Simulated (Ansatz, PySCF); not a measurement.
Dimer: C2H4 (SMILES C=C) (first 6 atoms) with CH5N (SMILES CN); geometry from B3LYP-D3(BJ)/def2-TZVP.
(charge 0, multiplicity 1):
```tsv
atom	x (Å)	y (Å)	z (Å)
C	-0.6430	0.2606	0.0678
C	0.5421	-0.1998	0.4439
H	-0.9135	0.3668	-0.9764
H	-1.3948	0.5514	0.7920
H	0.8122	-0.3058	1.4893
H	1.2868	-0.4881	-0.2898
C	-0.6216	0.3236	3.9534
N	0.7320	-0.2317	3.9688
H	-1.2864	-0.3698	3.4362
H	-0.6193	1.2551	3.3855
H	-1.0500	0.5302	4.9430
H	0.7569	-1.1073	4.4773
H	1.3752	0.3990	4.4317
```

Basis-set superposition error: the interaction energy with monomers in their own basis, and in the dimer's basis (counterpoise).

Programs: Ansatz (a quantum-chemistry and plane-wave program) with Gaussian orbitals; PySCF for 6-31G* rows. Values without a source in brackets are computed.

```
level                  uncorrected (kJ/mol)  counterpoise (kJ/mol)  difference
---------------------  --------------------  ---------------------  ----------
HF/aug-cc-pVDZ                         -0.7                    0.9         1.5
SVWN5/def2-TZVPPD                     -14.7                  -14.2         0.5
B97M-V/def2-TZVPPD                     -8.1                   -7.7         0.4
B3LYP/6-31G*                           -6.7                   -2.6         4.2
B3LYP/def2-TZVPPD                      -1.6                   -1.2         0.4
CAM-B3LYP/def2-TZVPPD                  -4.4                   -4.0         0.4
B2PLYP/def2-TZVPPD                     -4.8                   -4.0         0.8
MP2/6-31G*                            -10.3                   -4.1         6.2
MP2/aug-cc-pVDZ                       -11.9                   -6.8         5.1
CCSD(T)/aug-cc-pVDZ                   -11.7                   -6.6         5.1
```

The error is largest for MP2/6-31G* (6.2 kJ/mol) and smallest for B97M-V/def2-TZVPPD (0.4 kJ/mol).
